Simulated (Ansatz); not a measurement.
Mulliken charges of BrClF₂Ti (`[F][Ti]([F])([Cl])[Br]`) from PBE/def2-TZVPP in Ansatz (PBE0-D4/def2-TZVP geometry).

| atom | x (Å) | y (Å) | z (Å) | charge (e) |
| --- | --- | --- | --- | --- |
| F1 | -0.057 | -0.294 | 1.772 | -0.297 |
| Ti2 | 0.066 | -0.100 | 0.054 | 0.868 |
| F3 | 1.426 | -1.003 | -0.527 | -0.297 |
| Cl4 | -1.746 | -0.827 | -0.891 | -0.167 |
| Br5 | 0.362 | 2.151 | -0.449 | -0.107 |

**Question.** By hand: the dipole of these point charges (1 e Å = 4.8032 D).

**Answer.** Σ q r = (-0.096, 0.206, -0.126) e Å, of length 0.260 e Å = 1.25 D.

**Question.** How does the dipole of the full density compare? (An estimate is asked.)

**Answer.** The calculation gave: (-0.023, 0.053, -0.031) e Å, 0.31 D; the point charges give 4.03 times that, at 2° from its direction.

Point charges leave out the atoms' own dipoles, such as those of lone pairs, and Mulliken's split depends on the basis, so the two needn't agree.
